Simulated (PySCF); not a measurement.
**Electronic absorption of C8H10Ge**

C₈H₁₀Ge.
SMILES: `C#[C][Ge@@H]1[CH2]C=C[C@H]1C=C`

Theory: PySCF, TDDFT B3LYP/def2-SVPD, vertical, gas phase, core orbitals frozen in the response. Isolated species at its PBE0-D3(BJ)/def2-SVP geometry (one conformer only). The B3LYP/def2-SVPD calculation is non-relativistic and has no spin–orbit coupling, an omission that weighs most on germanium.

```json
{"state": "S1", "λ (nm)": "223.9", "E (eV)": "5.54", "f": "0.138", "main configurations (H = HOMO, L = LUMO)": "H→L (85%)"}
{"state": "S2", "λ (nm)": "214.6", "E (eV)": "5.78", "f": "0.017", "main configurations (H = HOMO, L = LUMO)": "H→L+1 (64%), H→L+2 (16%)"}
{"state": "S3", "λ (nm)": "211.7", "E (eV)": "5.86", "f": "0.018", "main configurations (H = HOMO, L = LUMO)": "H→L+2 (51%), H-1→L (28%), H→L+1 (11%)"}
{"state": "S4", "λ (nm)": "210.2", "E (eV)": "5.90", "f": "0.021", "main configurations (H = HOMO, L = LUMO)": "H-1→L (55%), H→L+2 (19%)"}
{"state": "S5", "λ (nm)": "207.0", "E (eV)": "5.99", "f": "0.011", "main configurations (H = HOMO, L = LUMO)": "H-2→L (56%), H-2→L+2 (17%)"}
{"state": "S6", "λ (nm)": "198.4", "E (eV)": "6.25", "f": "0.0011", "main configurations (H = HOMO, L = LUMO)": "H-1→L+1 (62%), H-1→L+2 (9%)"}
{"state": "S7", "λ (nm)": "197.1", "E (eV)": "6.29", "f": "0.039", "main configurations (H = HOMO, L = LUMO)": "H→L+3 (45%), H-3→L (16%)"}
{"state": "S8", "λ (nm)": "194.4", "E (eV)": "6.38", "f": "0.067", "main configurations (H = HOMO, L = LUMO)": "H→L+3 (21%), H-3→L (16%), H-3→L+1 (13%)"}
{"state": "S9", "λ (nm)": "191.8", "E (eV)": "6.46", "f": "0.0073", "main configurations (H = HOMO, L = LUMO)": "H-1→L+2 (58%), H-1→L+3 (15%)"}
{"state": "S10", "λ (nm)": "189.3", "E (eV)": "6.55", "f": "0.041", "main configurations (H = HOMO, L = LUMO)": "H-3→L+2 (27%), H-3→L+1 (19%)"}
```

Triplets (Tamm–Dancoff): T1 4.13 eV, H→L (65%), H→L+3 (10%); T2 4.34 eV, H-1→L (39%), H-1→L+2 (16%), H-1→L+3 (11%); T3 4.93 eV, H-3→L (20%), H-2→L+1 (16%), H-3→L+2 (13%); T4 5.35 eV, H-2→L+2 (22%), H→L+1 (18%), H-2→L (16%).

The lowest singlet lies at 5.54 eV (224 nm, ultraviolet) and is of moderate strength; its leading configuration is HOMO→LUMO (85%). The lowest level is also the most intense of those listed (f = 0.138). Löwdin shares by element: HOMO carbon 59% or more, germanium 8% (atoms not listed hold the other 34%); LUMO carbon 50% or more (atoms not listed hold the other 50%). Weighted by f, the mean energy of these states is 5.97 eV. The oscillator strengths of these states sum to 0.362; summed over the whole spectrum of an exact calculation they would give the number of electrons, 90 (Thomas–Reiche–Kuhn). The listed states span 1.01 eV, and the widest gap between neighbours is 0.26 eV (S5 to S6). The vertical ionisation energy (ΔSCF) is 8.48 eV, 1.94 eV above S10. Singlets were solved by full linear response, triplets in the Tamm–Dancoff approximation.

Hardware: one thread of an Arm Neoverse N1, shared host with 64 logical CPUs at a one-minute load of 62. Cost: 14 min wall, 1.2 GiB resident at most.
